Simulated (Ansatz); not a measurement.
System: H$_{2}$SeF, charge 1, singlet. H2SeF+ (SMILES F[SeH2+]).
B3LYP-D3(BJ)/def2-TZVP minimum from Ansatz (a first-principles code):
```
Se
F 1 1.7032
H 1 1.4934 2 96.13
H 1 1.4934 3 91.69 2 96.35
```
Charge +1, spin multiplicity 1.

Total energies in cc-pVTZ, 14 correlated electrons, 15 frozen orbitals. UHF or UKS for unpaired electrons; spin-orbit terms are left out. Cores are frozen in correlated methods (noble-gas shells, and filled d and f shells in the p block). No relativity.

| method | program | energy (Eh) | minus CCSDT(Q) (mEh) |
|---|---|---|---|
| HF | Ansatz | -2500.17979 | 447.65 |
| MP2 | Ansatz | -2500.59260 | 34.84 |
| CCSD | Ansatz | -2500.61166 | 15.78 |
| CCSD(T) | Ansatz | -2500.62611 | 1.33 |
| CCSDT(Q) | Ansatz | -2500.62744 | 0.00 |

Rough core times of Ansatz's runs on a shared machine: CCSD(T) under 20 s, CCSDT(Q) 6 min.
